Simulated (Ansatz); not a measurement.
Ansatz (an electronic-structure program) input (BLYP/def2-TZVPD):

Ansatz 0.2 input:
```yaml
crystal:
  periodic: [false, false, false]
  atoms:
    - {symbol: C, position_ang: [0.14388870, -0.07978109, 1.14411330]}
    - {symbol: Br, position_ang: [0.90124617, 1.39283035, -0.11631489]}
    - {symbol: Br, position_ang: [-0.92591281, -1.37915359, -0.07981882]}
basis:
  gaussian:
    orbitals: def2-TZVPD
hamiltonian:
  xc: {name: BLYP}
total_charge: -1
magnetization: {spin_polarized: true, initial_magnetization: 1}
output: {forces: true}
```

End of the output:

```
integrals: 0.08 GiB planned
1014 factors; their error is unknown
mean field: 0.63 GiB planned
mean field evaluation 1: about -141126.7503 eV, gradient 3.0e1 eV
mean field evaluation 2: about -141102.1400 eV, gradient 6.0e1 eV
mean field evaluation 4: about -141128.9754 eV, gradient 1.4e1 eV
mean field evaluation 8: about -141130.1994 eV, gradient 2.9e-2 eV
mean field evaluation 16: about -141130.1907 eV, gradient 1.1e-4 eV
mean field evaluation 32: about -141130.1907 eV, gradient 1.1e-5 eV
mean field -141130.19067210 eV, -5186.4388457205 hartree, gradient 1.1e-5 eV, S^2 0.754079; 3 other end points of the search recorded, 0 dependent functions left out
the calculation of the forces begins
reference -141130.19095843 eV, -5186.4388562429 hartree; 39, 38 occupied and 112, 113 virtual orbitals, 1014 factors
Total energy: -141130.19095843 eV, -5186.4388562429 hartree
Atom 0 at     0.143889    -0.079781     1.144113 Å, force     0.025263    -0.014007     0.200873 eV/Å
Atom 1 at     0.901246     1.392830    -0.116315 Å, force     0.118696     0.206240    -0.103060 eV/Å
Atom 2 at    -0.925913    -1.379154    -0.079819 Å, force    -0.143958    -0.192233    -0.097813 eV/Å
Dipole moment:    -0.038282     0.021226    -0.304392 e Å
```
